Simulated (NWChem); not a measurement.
System: Ag$_{2}$; SMILES [Ag][Ag]

Input file for NWChem:

```
start job
memory heap 200 mb stack 900 mb global 1100 mb
geometry units angstroms noautosym nocenter noautoz
  Ag     0.000000     0.000000    -1.289324
  Ag     0.000000     0.000000     1.289324
end
basis spherical
  Ag library def2-svp
end
ecp
  Ag library def2-ecp
end
dft
  xc xpbe96 cpbe96
  iterations 150
  vectors input atomic output neutral.movecs
end
task dft energy
charge 1
dft
  odft
  mult 2
  vectors input atomic output cation.movecs
end
task dft energy
```

Parts of the log:

```
             Northwest Computational Chemistry Package (NWChem) 7.3.0
             --------------------------------------------------------

                             Geometry "geometry" -> ""
                             -------------------------

 Output coordinates in angstroms (scale by  1.889725989 to convert to a.u.)

  No.       Tag          Charge          X              Y              Z
 ---- ---------------- ---------- -------------- -------------- --------------
    1 Ag                  47.0000     0.00000000     0.00000000    -1.28932400
    2 Ag                  47.0000     0.00000000     0.00000000     1.28932400

 Effective nuclear repulsion energy (a.u.)     453.3199347256

 Summary of "ao basis" -> "ao basis" (spherical)
 ------------------------------------------------------------------------------
       Tag                 Description            Shells   Functions and Types
 ---------------- ------------------------------  ------  ---------------------
 Ag                         def2-svp                11       31   5s3p2d1f

            General Information
            -------------------
          SCF calculation type: DFT
          Wavefunction type:  closed shell.
          No. of atoms     :     2
          No. of electrons :    38
           Alpha electrons :    19
            Beta electrons :    19
          Charge           :     0
          Spin multiplicity:     1
          Use of symmetry is: off; symmetry adaption is: off
          Maximum number of iterations: 150
          AO basis - number of functions:    62
                     number of shells:    22
          Convergence on energy requested:  1.00D-06
          Convergence on density requested:  1.00D-05
          Convergence on gradient requested:  5.00D-04

              XC Information
              --------------
          PerdewBurkeErnzerhof Exchange Functional  1.000
            Perdew 1991 LDA Correlation Functional  1.000 local
           PerdewBurkeErnz. Correlation Functional  1.000 non-local

             Grid Information
             ----------------
          Grid used for XC integration:  medium
          Radial quadrature: Mura-Knowles
          Angular quadrature: Lebedev.
          Tag              B.-S. Rad. Rad. Pts. Rad. Cut. Ang. Pts.
          ---              ---------- --------- --------- ---------
          Ag                  1.60      123          12.0       590
          Grid pruning is: on
          Number of quadrature shells:   246
          Spatial weights used:  Erf1

      Superposition of Atomic Density Guess
      -------------------------------------

 Sum of atomic energies:        -335.31307999

      Non-variational initial energy
      ------------------------------

 Total energy =    -291.549231
 1-e energy   =    -664.872440
 2-e energy   =     299.240594
 HOMO         =      -0.415571
 LUMO         =      -0.151468

   convergence    iter        energy       DeltaE   RMS-Dens  Diis-err
 ---------------- ----- ----------------- --------- --------- ---------
 d= 0,ls=0.0,diis     1   -293.8018730855 -3.68D+02  5.73D-02  9.75D-01
 d= 0,ls=0.0,diis     2   -292.8100856626  9.92D-01  4.81D-02  9.69D+00
 d= 0,ls=0.0,diis     3   -293.9542489861 -1.14D+00  2.02D-03  1.20D-02
 d= 0,ls=0.0,diis     4   -293.9551226652 -8.74D-04  8.45D-04  3.09D-03
 d= 0,ls=0.0,diis     5   -293.9554223752 -3.00D-04  2.68D-04  4.94D-04
  Resetting Diis
 d= 0,ls=0.0,diis     6   -293.9554707266 -4.84D-05  3.56D-05  3.94D-06
 d= 0,ls=0.0,diis     7   -293.9554712427 -5.16D-07  1.22D-05  8.84D-08
 d= 0,ls=0.0,diis     8   -293.9554712381  4.63D-09  5.34D-06  2.05D-07

         Total DFT energy =     -293.955471238092
      One electron energy =     -670.187879571489
           Coulomb energy =      330.396726076009
    Exchange-Corr. energy =      -28.246932697771
 Nuclear repulsion energy =       74.082614955159

 Numeric. integr. density =       38.000000071520

                       DFT Final Molecular Orbital Analysis
                       ------------------------------------

 Vector   17  Occ=2.000000D+00  E=-2.493770D-01
              MO Center=  9.1D-10, -2.2D-09,  1.2D-05, r^2= 2.5D+00
   Bfn.  Coefficient  Atom+Function         Bfn.  Coefficient  Atom+Function
  ----- ------------  ---------------      ----- ------------  ---------------
    18      0.472496  1 Ag d  1              49      0.472501  2 Ag d  1
    16      0.454756  1 Ag d -1              47      0.454760  2 Ag d -1
    23      0.099369  1 Ag d  1              54      0.099370  2 Ag d  1
    21      0.095638  1 Ag d -1              52      0.095639  2 Ag d -1

 Vector   18  Occ=2.000000D+00  E=-2.440389D-01
              MO Center= -4.4D-10, -2.2D-09,  5.5D-06, r^2= 2.5D+00
   Bfn.  Coefficient  Atom+Function         Bfn.  Coefficient  Atom+Function
  ----- ------------  ---------------      ----- ------------  ---------------
    17      0.648899  1 Ag d  0              48     -0.648902  2 Ag d  0
     5     -0.149314  1 Ag s                 36      0.149314  2 Ag s
    22      0.138027  1 Ag d  0              53     -0.138028  2 Ag d  0
    14     -0.084174  1 Ag pz                45     -0.084174  2 Ag pz
     4     -0.064181  1 Ag s                 35      0.064179  2 Ag s

 Vector   19  Occ=2.000000D+00  E=-1.899610D-01
              MO Center=  4.4D-09, -4.4D-08, -1.6D-06, r^2= 4.0D+00
   Bfn.  Coefficient  Atom+Function         Bfn.  Coefficient  Atom+Function
  ----- ------------  ---------------      ----- ------------  ---------------
     4      0.511136  1 Ag s                 35      0.511135  2 Ag s
     2     -0.311064  1 Ag s                 33     -0.311063  2 Ag s
    17     -0.154293  1 Ag d  0              48     -0.154295  2 Ag d  0
     5      0.152210  1 Ag s                 36      0.152210  2 Ag s
     1      0.144737  1 Ag s                 32      0.144737  2 Ag s

 Vector   20  Occ=0.000000D+00  E=-1.150857D-01
              MO Center=  8.1D-09, -4.0D-08,  6.7D-07, r^2= 7.5D+00
   Bfn.  Coefficient  Atom+Function         Bfn.  Coefficient  Atom+Function
  ----- ------------  ---------------      ----- ------------  ---------------
     4      0.575763  1 Ag s                 35     -0.575764  2 Ag s
     2     -0.273359  1 Ag s                 33      0.273359  2 Ag s
    14     -0.200927  1 Ag pz                45     -0.200926  2 Ag pz
     5      0.196597  1 Ag s                 36     -0.196598  2 Ag s
     3     -0.139663  1 Ag s                 34      0.139663  2 Ag s

 Vector   21  Occ=0.000000D+00  E=-3.616612D-02
              MO Center=  6.2D-09,  1.0D-08, -2.1D-06, r^2= 8.2D+00
   Bfn.  Coefficient  Atom+Function         Bfn.  Coefficient  Atom+Function
  ----- ------------  ---------------      ----- ------------  ---------------
    13      0.342382  1 Ag py                44      0.342381  2 Ag py
    12      0.335727  1 Ag px                43      0.335726  2 Ag px
    10      0.126579  1 Ag py                41      0.126578  2 Ag py
     9      0.124118  1 Ag px                40      0.124118  2 Ag px
     7     -0.114290  1 Ag py                38     -0.114290  2 Ag py

 Vector   22  Occ=0.000000D+00  E=-3.616612D-02
              MO Center= -7.1D-08,  6.5D-08, -2.2D-06, r^2= 8.2D+00
   Bfn.  Coefficient  Atom+Function         Bfn.  Coefficient  Atom+Function
  ----- ------------  ---------------      ----- ------------  ---------------
    12      0.342382  1 Ag px                43      0.342381  2 Ag px
    13     -0.335727  1 Ag py                44     -0.335726  2 Ag py
     9      0.126579  1 Ag px                40      0.126578  2 Ag px
    10     -0.124118  1 Ag py                41     -0.124118  2 Ag py
     6     -0.114290  1 Ag px                37     -0.114290  2 Ag px

     Multipole analysis of the density
     ---------------------------------

     L   x y z        total         alpha         beta         nuclear
     -   - - -        -----         -----         ----         -------
     0   0 0 0      0.000000    -19.000000    -19.000000     38.000000

     1   1 0 0      0.000000      0.000000      0.000000      0.000000
     1   0 1 0      0.000000      0.000000      0.000000      0.000000
     1   0 0 1      0.000011      0.000005      0.000005      0.000000

     2   2 0 0    -30.037212    -15.018606    -15.018606      0.000000
     2   1 1 0      0.000000      0.000000      0.000000      0.000000
     2   1 0 1      0.000000      0.000000      0.000000      0.000000
     2   0 2 0    -30.037212    -15.018606    -15.018606      0.000000
     2   0 1 1     -0.000000     -0.000000     -0.000000      0.000000
     2   0 0 2    -24.755156   -125.168827   -125.168827    225.582498

                                 NWChem DFT Module
                                 -----------------

            General Information
            -------------------
          SCF calculation type: DFT
          Wavefunction type:  spin polarized.
          No. of atoms     :     2
          No. of electrons :    37
           Alpha electrons :    19
            Beta electrons :    18
          Charge           :     1
          Spin multiplicity:     2
          Use of symmetry is: off; symmetry adaption is: off
          Maximum number of iterations: 150
          AO basis - number of functions:    62
                     number of shells:    22
          Convergence on energy requested:  1.00D-06
          Convergence on density requested:  1.00D-05
          Convergence on gradient requested:  5.00D-04

              XC Information
              --------------
          PerdewBurkeErnzerhof Exchange Functional  1.000
            Perdew 1991 LDA Correlation Functional  1.000 local
           PerdewBurkeErnz. Correlation Functional  1.000 non-local

[...]
```

Level: PBE/def2-SVP with def2 effective core potentials on Ag, vertical spin-unrestricted ions. All runs use the structure optimised with PBE0/def2-SVP. def2 effective core potentials on Ag; no spin-orbit coupling.
